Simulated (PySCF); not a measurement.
Ligand exchange on a metal centre used in film growth or etching (Hf F-OH). Isolated molecules, 0 K electronic values unless said otherwise. One relaxed conformer stands for each flexible species; it need not be the lowest.

Quantity: redistribution energy (mixed species minus the weighted end members), in kcal/mol.

Level 1: B3LYP/6-311+G** (LANL2DZ on Hf) // BP86-D3(BJ)/def2-SVP (PySCF)
Level 2: BP86/6-31G* (LANL2DZ on Hf) // BP86-D3(BJ)/def2-SVP (PySCF)
Level 3: PBE/6-31G* (LANL2DZ on Hf) // BP86-D3(BJ)/def2-SVP (PySCF)
Level 4: SVWN5/6-31G* (LANL2DZ on Hf) // BP86-D3(BJ)/def2-SVP (PySCF)

| species | level 1 | level 2 | level 3 | level 4 |
|---|---|---|---|---|
| 1 of 4 F replaced by OH: [Hf(F)3(OH)] | -2.78 | -2.30 | -2.26 | -2.42 |
| 3 of 4 F replaced by OH: [Hf(F)(OH)3] | -2.74 | -2.53 | -2.49 | -2.60 |
| 2 of 4 F replaced by OH: [Hf(F)2(OH)2] | -3.69 | -3.27 | -3.22 | -3.39 |
